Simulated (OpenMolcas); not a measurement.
# C3H4AlF (SMILES C#[C][Al]([CH3])[F]): methods side by side

The species is C3H4AlF (9 atoms), meant as a singlet with charge 0. SMILES: `C#[C][Al]([CH3])[F]`. The coordinates come from a PBE0-D4/def2-TZVP relaxation.

Quantity: the dipole moment, in D. The values are calculated.

| level | kind | program | value (D) |
| --- | --- | --- | --- |
| HF/cc-pVDZ | Hartree–Fock | OpenMolcas | 2.30 |
| BLYP/cc-pVDZ | GGA | OpenMolcas | 1.91 |
| PBE/cc-pVDZ | GGA | OpenMolcas | 1.95 |
| M06-L/cc-pVDZ | meta-GGA | OpenMolcas | 2.00 |
| TPSS/cc-pVDZ | meta-GGA | OpenMolcas | 1.93 |
| B3LYP/cc-pVDZ | global hybrid | OpenMolcas | 2.02 |
| M06-2X/cc-pVDZ | hybrid meta-GGA | OpenMolcas | 2.13 |
| PBE0/cc-pVDZ | global hybrid | OpenMolcas | 2.09 |

The values span 1.91 to 2.30 D. Magnitudes only.
